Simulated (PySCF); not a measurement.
Predicted microwave data (PBE0/pcSseg-1 in PySCF (dipole) on a GFN2-xTB geometry, gas phase) for one isomer of C5H11O2P:

```
Rotational constants : A = 2547, B = 1292, C = 1157 MHz
Dipole components    : |μa| = 0.92 D, |μb| = 2.53 D, |μc| = 0.05 D
Inertial defect      : -152.90 u·Å²
κ                    : -0.81
```

Problem. Which candidate fits, each taken in the one conformer that was computed?
A. `[CH2:1]=[CH:2][P@@:3]([CH3:4])(=[O:5])[CH2:6][O:7][CH3:8]` with C1–C2–P3–C4 -125°, C2–P3–C6–O7 55°, P3–C6–O7–C8 179°
B. `[CH3:1][CH2:2][P@@:3](=[O:4])([OH:5])[CH:6]1[CH2:7][CH2:8]1` with C1–C2–P3–O4 60°, C2–P3–O5–H -123°, C2–P3–C6–C7 -147°
C. `[CH2:1]=[C:2]([CH3:3])[P@@:4](=[O:5])([OH:6])[CH2:7][CH3:8]` with C1–C2–P4–O5 4°, C2–P4–O6–H -115°, C2–P4–C7–C8 178°
D. `[CH3:1][O:2][C@@H:3]1[CH2:4][CH2:5][P@@H:6](=[O:7])[CH2:8]1` with C1–O2–C3–C4 -76°, O2–C3–C4–C5 -61°, C3–C4–C5–P6 -30°, C4–C5–P6–O7 -123°, C5–P6–C8–C3 27°

Solution. C. It is C=C(C)[P@@](=O)(O)CC, an asymmetric top, point group C1. The candidates at the same level (rigid rotor, commonest isotopes):

| SMILES | A (MHz) | B (MHz) | C (MHz) | μa (D) | μb (D) | μc (D) | Δ (u·Å²) | point group | rotor |
| --- | --- | --- | --- | --- | --- | --- | --- | --- | --- |
| C=C(C)[P@@](=O)(O)CC | 2547 | 1292 | 1157 | 0.92 | 2.53 | 0.05 | -152.90 | C1 | asymmetric top |
| C=C[P@@](C)(=O)COC | 2466 | 1117 | 982.2 | 2.96 | 1.53 | 1.69 | -142.73 | C1 | asymmetric top |
| CC[P@@](=O)(O)C1CC1 | 2416 | 1386 | 1176 | 0.93 | 1.96 | 1.69 | -144.16 | C1 | asymmetric top |
| CO[C@@H]1CC[P@@H](=O)C1 | 3537 | 1170 | 1097 | 5.26 | 1.06 | 0.56 | -113.90 | C1 | near-prolate asymmetric top |

`CC[P@@](=O)(O)C1CC1` has B 7 % too high; `C=C[P@@](C)(=O)COC` has C 15 % too low; `CO[C@@H]1CC[P@@H](=O)C1` has A 39 % too high. No structure here is proved a minimum.
